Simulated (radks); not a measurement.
The numbers below are computed, except where a source is named.
The manganese ion Mn2+, [Ar] 3d5. Code: a radial shooting solver on a logarithmic mesh with Libxc functionals. Model: non-relativistic Kohn-Sham, exchange-only B88, spin-polarised, spherical densities, point nucleus. Every spin shell is full or empty, so the densities are truly spherical. Functionals are evaluated on that one density, not self-consistently. Rank these exchange functionals by their error against the exact value of the orbitals, and give that value: LDA, B88, PBE, revPBE, RPBE, PW91, PW86, OPTX, WC, SOGGA, G96, EV93, APBE, SCAN, MS2.

Answer. Exact: -50.5985 hartree. From best to worst, with 100 (|E| - |E exact|)/|E exact| (equal figures are ties): RPBE +0.01, PW91 +0.06, revPBE -0.09, MS2 -0.11, B88 +0.14, G96 +0.33, SCAN +0.33, PW86 +0.36, PBE -0.37, OPTX +0.57, EV93 +0.60, APBE +0.60, WC -1.14, SOGGA -2.89, LDA -6.53.
